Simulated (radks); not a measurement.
Values are calculated unless marked as measured or tabulated.
All-electron atom: Pd I in [Kr] 4d10 (the NIST ground configuration). Code: a radial shooting solver on a logarithmic mesh with Libxc functionals. Model: scalar-relativistic Kohn-Sham, SOGGA, spin-polarised, spherical densities, point nucleus.

Unscreened Slater integrals over Kohn-Sham orbitals (cm^-1). They are taken over the spin-up orbitals. Empty in this configuration: 5s.

integral,value
"F0(4d,4d)",128110
"F2(4d,4d)",60967
"F4(4d,4d)",39028
"F0(4d,4p)",151460
"F2(4d,4p)",71071
"G1(4d,4p)",88002
"G3(4d,4p)",53212
"F0(4d,4s)",156190
"G2(4d,4s)",63165
"F0(4d,5s)",72318
"G2(4d,5s)",13203
"F0(4p,4p)",189270
"F2(4p,4p)",98880
"F0(4p,4s)",198090
"G1(4p,4s)",134020
"F0(4p,5s)",75602
"G1(4p,5s)",3522.1
"F0(4s,4s)",208380
"F0(4s,5s)",76078
"G0(4s,5s)",2240.2
"F0(5s,5s)",57902
